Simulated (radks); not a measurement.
Results of a calculation; reference values are marked as such.
Initial-state core-level shifts of the gallium ion Ga+ when its valence configuration changes from [Ar] 3d10 4s2. Level of theory: Dirac Kohn-Sham, BLYP, spin-unpolarised, spherical densities, finite nucleus; open shells fill j = l - 1/2 first; Fermi nuclear charge, rms radius 3.9973 fm (a radial shooting solver on a logarithmic mesh with Libxc functionals). Shifts are changes of the shell-averaged eigenvalues in eV (positive: less bound); the change of the density at the nucleus, which sets a Mossbauer isomer shift, is in e/bohr^3, on a base of 2.826e+04.

valence	1s	2s	3s	3p	density at nucleus
3d9 4s2 4p1	-10.835	-11.826	-10.290	-10.078	+9.619
3d8 4s2 4p2	-22.621	-24.839	-21.088	-20.642	+20.506
3d10 4s1 4p1	-1.818	-1.735	-1.802	-1.799	-13.893
3d10 4p2	-3.510	-3.350	-3.485	-3.479	-29.097
3d9.5 4s0.5 4p2	-7.840	-8.202	-7.596	-7.486	-18.788
3d10 4s1.5 4p0.5	-0.926	-0.884	-0.917	-0.916	-6.775
3d8 4s1 4p3	-24.237	-26.406	-22.674	-22.220	+0.829
3d7 4s1 4p4	-36.923	-40.531	-33.860	-33.163	+9.887
3d6 4s1 4p5	-50.485	-55.714	-45.386	-44.453	+19.989
